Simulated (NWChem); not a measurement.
Program: NWChem. System: H3Ga, charge 0, spin multiplicity 1, displaced from the optimised geometry. The structure started from a generated list of species.

Input file:

```
start mol
memory heap 200 mb stack 900 mb global 1100 mb
geometry units angstroms nocenter noautoz
  Ga     0.000000     0.000000     0.000001
  H      0.000000     0.000000     1.605001
  H      1.389954     0.000000    -0.802509
  H     -1.389954     0.000000    -0.802509
  symmetry group C2v
end
basis spherical
  * library def2-svp
end
dft
  xc slater vwn_5
  semidirect memsize 60000000 filesize 0
  iterations 100
  convergence nodiis damp 40
end
task dft gradient
```

The output up to the point where the run's verdict is printed (cleaned and shortened):

```
             Northwest Computational Chemistry Package (NWChem) 7.3.0
             --------------------------------------------------------

                                NWChem Input Module
                                -------------------

 Scaling coordinates for geometry "geometry" by  1.889725989
 (inverse scale =  0.529177249)

 Turning off AUTOSYM since
 SYMMETRY directive was detected!

                             Geometry "geometry" -> ""
                             -------------------------

 Output coordinates in angstroms (scale by  1.889725989 to convert to a.u.)

  No.       Tag          Charge          X              Y              Z
 ---- ---------------- ---------- -------------- -------------- --------------
    1 Ga                  31.0000     0.00000000     0.00000000     0.00000100
    2 H                    1.0000     0.00000000     0.00000000     1.60500100
    3 H                    1.0000     1.38995400     0.00000000    -0.80250900
    4 H                    1.0000    -1.38995400     0.00000000    -0.80250900

 Effective nuclear repulsion energy (a.u.)      31.2337971281

            Nuclear Dipole moment (a.u.)
            ----------------------------
        X                 Y               Z
 ---------------- ---------------- ----------------
     0.0000000000     0.0000000000     0.0000264562

      Symmetry information
      --------------------

 Group name             C2v
 Group number             16
 Group order               4
 No. of unique centers     3

      Symmetry unique atoms

     1    2    3


 Summary of "ao basis" -> "" (spherical)
 ------------------------------------------------------------------------------
       Tag                 Description            Shells   Functions and Types
 ---------------- ------------------------------  ------  ---------------------
 *                          def2-svp                  on all atoms

                                 NWChem DFT Module
                                 -----------------

 Summary of "ao basis" -> "ao basis" (spherical)
 ------------------------------------------------------------------------------
[...]
 d= 0,ls=0.5         52  -1867.9032693099  4.33D+01  6.37D-01               1.2
 d= 0,ls=0.5         53  -1911.2477859994 -4.33D+01  6.37D-01               1.2
 d= 0,ls=0.5         54  -1867.9027648168  4.33D+01  6.37D-01               1.2
 d= 0,ls=0.5         55  -1911.2475740274 -4.33D+01  6.37D-01               1.2
 d= 0,ls=0.5         56  -1867.9025127298  4.33D+01  6.37D-01               1.2
 d= 0,ls=0.5         57  -1911.2474684447 -4.33D+01  6.37D-01               1.2
 d= 0,ls=0.5         58  -1867.9023874475  4.33D+01  6.37D-01               1.3
 d= 0,ls=0.5         59  -1911.2474161002 -4.33D+01  6.37D-01               1.3
 d= 0,ls=0.5         60  -1867.9023254430  4.33D+01  6.37D-01               1.3
 d= 0,ls=0.5         61  -1911.2473902426 -4.33D+01  6.37D-01               1.3
 d= 0,ls=0.5         62  -1867.9022948542  4.33D+01  6.37D-01               1.3
 d= 0,ls=0.5         63  -1911.2473775049 -4.33D+01  6.37D-01               1.3
 d= 0,ls=0.5         64  -1867.9022798014  4.33D+01  6.37D-01               1.4
 d= 0,ls=0.5         65  -1911.2473712438 -4.33D+01  6.37D-01               1.4
 d= 0,ls=0.5         66  -1867.9022724081  4.33D+01  6.37D-01               1.4
 d= 0,ls=0.5         67  -1911.2473681713 -4.33D+01  6.37D-01               1.4
 d= 0,ls=0.5         68  -1867.9022687825  4.33D+01  6.37D-01               1.4
 d= 0,ls=0.5         69  -1911.2473666657 -4.33D+01  6.37D-01               1.4
 d= 0,ls=0.5         70  -1867.9022670066  4.33D+01  6.37D-01               1.5
 d= 0,ls=0.5         71  -1911.2473659286 -4.33D+01  6.37D-01               1.5
 d= 0,ls=0.5         72  -1867.9022661375  4.33D+01  6.37D-01               1.5
 d= 0,ls=0.5         73  -1911.2473655680 -4.33D+01  6.37D-01               1.5
 d= 0,ls=0.5         74  -1867.9022657125  4.33D+01  6.37D-01               1.5
 d= 0,ls=0.5         75  -1911.2473653918 -4.33D+01  6.37D-01               1.5
 d= 0,ls=0.5         76  -1867.9022655048  4.33D+01  6.37D-01               1.5
 d= 0,ls=0.5         77  -1911.2473653057 -4.33D+01  6.37D-01               1.6
 d= 0,ls=0.5         78  -1867.9022654034  4.33D+01  6.37D-01               1.6
 d= 0,ls=0.5         79  -1911.2473652636 -4.33D+01  6.37D-01               1.6
 d= 0,ls=0.5         80  -1867.9022653539  4.33D+01  6.37D-01               1.6
 d= 0,ls=0.5         81  -1911.2473652431 -4.33D+01  6.37D-01               1.6
 d= 0,ls=0.5         82  -1867.9022653297  4.33D+01  6.37D-01               1.6
 d= 0,ls=0.5         83  -1911.2473652331 -4.33D+01  6.37D-01               1.7
 d= 0,ls=0.5         84  -1867.9022653179  4.33D+01  6.37D-01               1.7
 d= 0,ls=0.5         85  -1911.2473652282 -4.33D+01  6.37D-01               1.7
 d= 0,ls=0.5         86  -1867.9022653121  4.33D+01  6.37D-01               1.7
 d= 0,ls=0.5         87  -1911.2473652258 -4.33D+01  6.37D-01               1.7
 d= 0,ls=0.5         88  -1867.9022653093  4.33D+01  6.37D-01               1.7
 d= 0,ls=0.5         89  -1911.2473652246 -4.33D+01  6.37D-01               1.7
 d= 0,ls=0.5         90  -1867.9022653079  4.33D+01  6.37D-01               1.8
 d= 0,ls=0.5         91  -1911.2473652240 -4.33D+01  6.37D-01               1.8
 d= 0,ls=0.5         92  -1867.9022653073  4.33D+01  6.37D-01               1.8
 d= 0,ls=0.5         93  -1911.2473652238 -4.33D+01  6.37D-01               1.8
 d= 0,ls=0.5         94  -1867.9022653069  4.33D+01  6.37D-01               1.8
 d= 0,ls=0.5         95  -1911.2473652236 -4.33D+01  6.37D-01               1.8
 d= 0,ls=0.5         96  -1867.9022653068  4.33D+01  6.37D-01               1.9
 d= 0,ls=0.5         97  -1911.2473652236 -4.33D+01  6.37D-01               1.9
 d= 0,ls=0.5         98  -1867.9022653067  4.33D+01  6.37D-01               1.9
 d= 0,ls=0.5         99  -1911.2473652235 -4.33D+01  6.37D-01               1.9
 d= 0,ls=0.5        100  -1867.9022653066  4.33D+01  6.37D-01               1.9
```

Convergence was not reached. The next line reads: Calculation failed to converge. NWChem stopped with the message: dft gradient failed.
